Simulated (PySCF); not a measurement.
CH11NOSi3, SMILES C[Si@@H]([SiH3])O[SiH2]N. Heavy atoms are numbered as in [CH3:1][Si@@H:2]([SiH3:3])[O:4][SiH2:5][NH2:6]. Hydrogens are named by the atom that carries them.

Geometry: B3LYP-D3(BJ)/def2-SVP. The structure was generated by enumeration; whether it is a known compound was not checked. One conformer was computed; it need not be the lowest.

These are B3LYP/pcSseg-1 run with PySCF values and carry that method's errors.

GIAO shieldings, no solvent; atoms alike by connectivity are averaged. δ = σ(ref) − σ: ¹³C against TMS (σ = 181.3 ppm); ²⁹Si against TMS (σ = 338.7 ppm); ¹⁷O against H2O (σ = 333.8 ppm); ¹⁵N against NH3 (σ = 265.5 ppm); ¹H against TMS (σ = 31.68 ppm), references at their B3LYP-D3(BJ)/def2-TZVP geometries, non-relativistic.

```tsv
atoms	nucleus	count	δ (ppm)
C1 (CH3)	¹³C	1	?
Si2 (SiH)	²⁹Si	1	-9.6
Si5 (SiH2)	²⁹Si	1	?
Si3 (SiH3)	²⁹Si	1	-103.5
O4	¹⁷O	1	82.3
N6 (NH2)	¹⁵N	1	?
H on Si2	¹H	1	5.59
H on Si5	¹H	2	?
H on Si3	¹H	3	3.51
H on N6	¹H	2	1.47
H on C1	¹H	3	?
```

Q: Some entries are withheld; supply them. (The exact figures need the calculation; the answer reports its results.)

A: 
- Si5 (SiH2), δ (ppm): -43.3
- C1 (CH3), δ (ppm): 4.1
- N6 (NH2), δ (ppm): 47.2
- H on Si5, δ (ppm): 4.95
- H on C1, δ (ppm): 0.78
